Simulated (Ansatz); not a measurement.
`[CH3][SnH]([F])[Br]` + H₂O → `[CH3][SnH]([OH])[F]` + HBr at 700 K and 1 bar (formal hydrolysis of the Sn–Br bond).

Gas-phase electronic energies from Ansatz, PBE0-D4/def2-TZVP geometries. CBS: MP2 limit from def2 TZ/QZ plus the TZ coupled-cluster correction, frozen cores. This one scheme is used for every species. def2 core potentials past Kr. For Br, Sn outer-core shells are correlated without core-valence functions, which leaves a few kJ/mol of doubt a bond. Scalar relativity is left out up to krypton. One conformer a species, not always the lowest.

```tsv
species	CCSD(T)/CBS energy (Eh)	H − E (kJ/mol)	S (J/(mol·K))
`[CH3][SnH]([F])[Br]`	-2927.68269	189.2	468.4
H₂O	-76.37941	80.5	218.4
`[CH3][SnH]([OH])[F]`	-430.11060	226.2	468.8
HBr	-2573.91920	36.5	223.7
```

H − E and S are ideal-gas, rigid-rotor, harmonic terms from PBE0-D4/def2-TZVP, for one conformer and one mirror image of each species. 1 Eh = 2625.50 kJ/mol, R = 8.31446 J/(mol·K).

Task: By hand: ΔE, ΔH, ΔS and ΔG.

Result: ΔE = (-430.11060) + (-2573.91920) − (-2927.68269) − (-76.37941) = 0.03230 Eh = 84.8 kJ/mol. Δ(H − E) = 226.2 + 36.5 − 189.2 − 80.5 = -7.0, so ΔH = 77.8 kJ/mol. ΔS = 468.8 + 223.7 − 468.4 − 218.4 = 5.7 J/(mol·K). ΔG = 77.8 − 700 × (5.7)/1000 = 73.8 kJ/mol.

Task: By hand: the equilibrium constant, and the temperature at which ΔG would vanish if ΔH and ΔS stayed fixed.

Result: log₁₀ K = −ΔG/(RT ln 10) = -5.5. ΔG = 0 at ΔH/ΔS = 13649 K, far beyond where these terms or the molecules hold.

The number of gas molecules stays the same, so ΔS is small and ΔH decides. A doubt of 5 kJ/mol in ΔE shifts log₁₀ K by 0.4 here. Other conformers and mirror images would add mixing entropy, several J/(mol·K) or more a flexible species. Modes under 60 cm⁻¹, often nearly free rotors, make the harmonic entropy too high. These are equilibria of isolated gas molecules and say nothing of rates. Largest T1 diagnostic: 0.013 (customary marks: 0.02 for closed shells, 0.045 for open ones).
